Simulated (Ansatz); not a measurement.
Input for Ansatz (a program for electronic structure): R-B3LYP/def2-TZVPP on F2Ru (SMILES [F][Ru][F]), 2S+1 = 1, a spin state set in the input, which need not be the lowest. Elements past Kr take the def2 small-core potentials; no spin–orbit coupling.

Ansatz 0.2 input:
```yaml
crystal:
  periodic: [false, false, false]
  atoms:
    - {symbol: Ru, position_ang: [0.22815664, 0.17907390, 0.11554969]}
    - {symbol: F, position_ang: [-0.34777259, 1.25197455, -1.26784285]}
    - {symbol: F, position_ang: [0.08634723, -1.38377686, 1.08197353]}
basis:
  gaussian:
    orbitals: def2-TZVPP
hamiltonian:
  xc: {name: B3LYP}
```

Output:

```
WARN ansatz: RAYON_NUM_THREADS=1 ignored (pool sized by the plan → 1); use --threads N
Functional definition: B3LYP
integrals: 0.03 GiB planned
678 factors; their error is unknown
mean field: 0.32 GiB planned
mean field evaluation 1: about -8014.3946 eV, gradient 4.9e1 eV
mean field evaluation 2: about -7993.3581 eV, gradient 1.2e2 eV
mean field evaluation 4: about -8017.8726 eV, gradient 9.7e0 eV
mean field evaluation 8: about -8018.0397 eV, gradient 1.9e-1 eV
mean field evaluation 16: about -8018.0710 eV, gradient 5.5e-5 eV
mean field evaluation 32: about -8018.0832 eV, gradient 9.3e-2 eV
mean field -8018.08329616 eV, -294.6591262819 hartree, gradient 6.5e-6 eV, S^2 0.000000; 5 other end points of the search recorded, 0 dependent functions left out
reference -8018.08352442 eV, -294.6591346702 hartree; 17, 17 occupied and 101, 101 virtual orbitals, 678 factors
Total energy: -8018.08352442 eV, -294.6591346702 hartree
```

The run converged.

Cost: very roughly 5 core-seconds.
